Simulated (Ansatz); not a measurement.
System: H$_{2}$BO$_{2}$, charge 0, doublet. H2BO2 (SMILES [O]BO, doublet).
B3LYP-D3(BJ)/def2-TZVP minimum from Ansatz (a first-principles code):
```
B
O 1 1.3262
O 1 1.3589 2 126.37
H 3 0.9614 1 113.47 2 180.00
H 1 1.2144 2 109.62 3 180.00
```
Charge 0, spin multiplicity 2.

Atomisation energy term by term, kcal/mol (programs: Ansatz). Open shells are spin-unrestricted; no spin-orbit coupling. Cores are frozen in correlated methods. Rows without X2C or -DK are non-relativistic. CBS(X,Y): correlation extrapolated as X^-3, Hartree-Fock from the larger set. A bracket is a step between two methods taken in the basis named. 'core' is core correlation in cc-pwCVTZ, 'X2C' scalar relativity in cc-pVTZ-DK, both at CCSD(T). For partners of very few electrons the exact lower level stands in for a higher one.

```csv
term,basis,kcal/mol
Hartree-Fock,cc-pVQZ,340.67
CCSD correlation,"CBS(cc-pVTZ,cc-pVQZ)",114.34
(T),"CBS(cc-pVTZ,cc-pVQZ)",8.32
CCSDT(Q) - CCSD(T),cc-pVDZ,0.80
core correlation,cc-pwCVTZ,2.03
scalar relativity,"X2C, cc-pVTZ-DK",-0.49
sum: De,,465.7
```
